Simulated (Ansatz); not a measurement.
An input meant for `Cl[Si](Cl)(Cl)Cc1ccc(-c2cnc(-c3ccccc3)nc2)cc1` (charge 0, singlet; scaled by 1.25).

```yaml
crystal:
  periodic: [false, false, false]
  atoms:
    - {symbol: Cl, position_ang: [7.700638, 2.905306, -0.932490]}
    - {symbol: Si, position_ang: [8.240034, 0.943974, 0.663177]}
    - {symbol: Cl, position_ang: [10.803106, 0.605807, 0.725417]}
    - {symbol: Cl, position_ang: [7.415907, 1.558248, 3.033900]}
    - {symbol: C, position_ang: [7.193766, -1.028935, -0.079580]}
    - {symbol: C, position_ang: [5.317545, -0.874259, -0.094886]}
    - {symbol: C, position_ang: [4.476360, -0.192488, -1.486133]}
    - {symbol: C, position_ang: [2.739946, 0.005266, -1.477915]}
    - {symbol: C, position_ang: [1.775981, -0.462529, -0.072452]}
    - {symbol: C, position_ang: [-0.055791, -0.256801, -0.067965]}
    - {symbol: C, position_ang: [-0.870883, 1.088324, -0.874550]}
    - {symbol: N, position_ang: [-2.525139, 1.276854, -0.893821]}
    - {symbol: C, position_ang: [-3.448779, 0.116541, -0.082796]}
    - {symbol: C, position_ang: [-5.290781, 0.312277, -0.103738]}
    - {symbol: C, position_ang: [-6.030412, 1.696472, -0.912588]}
    - {symbol: C, position_ang: [-7.770731, 1.876969, -0.935582]}
    - {symbol: C, position_ang: [-8.793022, 0.680161, -0.154410]}
    - {symbol: C, position_ang: [-8.064331, -0.700408, 0.652684]}
    - {symbol: C, position_ang: [-6.324527, -0.885346, 0.680194]}
    - {symbol: N, position_ang: [-2.806234, -1.209973, 0.744799]}
    - {symbol: C, position_ang: [-1.149970, -1.385237, 0.740334]}
    - {symbol: C, position_ang: [2.624102, -1.136372, 1.323778]}
    - {symbol: C, position_ang: [4.360856, -1.332790, 1.313018]}
    - {symbol: H, position_ang: [7.624520, -2.042306, 0.765155]}
    - {symbol: H, position_ang: [7.706322, -1.295097, -1.342028]}
    - {symbol: H, position_ang: [5.195667, 0.182612, -2.597977]}
    - {symbol: H, position_ang: [2.114796, 0.503844, -2.597162]}
    - {symbol: H, position_ang: [-0.128673, 2.067716, -1.507773]}
    - {symbol: H, position_ang: [-5.205356, 2.615876, -1.515303]}
    - {symbol: H, position_ang: [-8.337885, 2.960199, -1.568114]}
    - {symbol: H, position_ang: [-10.161581, 0.823247, -0.175321]}
    - {symbol: H, position_ang: [-8.862162, -1.640688, 1.264572]}
    - {symbol: H, position_ang: [-5.725624, -1.954175, 1.303326]}
    - {symbol: H, position_ang: [-0.644259, -2.497836, 1.386728]}
    - {symbol: H, position_ang: [1.914634, -1.481730, 2.450681]}
    - {symbol: H, position_ang: [4.991959, -1.842737, 2.424821]}
basis:
  gaussian: {orbitals: STO-3G, final_grid: {core_spheres: 1, valence_spheres: 1, degree: 3}}
hamiltonian: {xc: {name: PBE}}
scf: {omitted_lower_state_checks: [starts]}
```

```sh
$ ansatz run in.yaml --threads 2 --pin off --events-out ev --progress --plain --max-ram 22528MiB --backend cuda --devices 0, --max-vram 18GiB
```

It prints (some lines left out):

```
Functional definition: PBE
1889 factors; integrals over basis functions are off by at most 5.2e-5 eV
mean field evaluation 1: about -65407.0697 eV, gradient 5.0e1 eV
mean field evaluation 2: about -65056.7505 eV, gradient 2.4e2 eV
mean field evaluation 4: about -65415.7802 eV, gradient 3.4e1 eV
mean field evaluation 8: about -65420.6350 eV, gradient 3.1e0 eV
mean field evaluation 16: about -65236.1694 eV, gradient 3.7e1 eV
mean field evaluation 32: about -65244.3154 eV, gradient 5.9e-2 eV
mean field -65244.31540181 eV, -2397.6843668313 hartree, gradient 1.6e-5 eV, S^2 0.000000; 0 other end points of the search recorded, 0 dependent functions left out
reference -65244.31540297 eV, -2397.6843668739 hartree; 97, 97 occupied and 47, 47 virtual orbitals, 1889 factors
Total energy: -65244.31540297 eV, -2397.6843668739 hartree
Checks for a lower state left out: starts
```

In this input the integration grid is far too coarse. The run converged. The result belongs to that input, not to the species as meant.
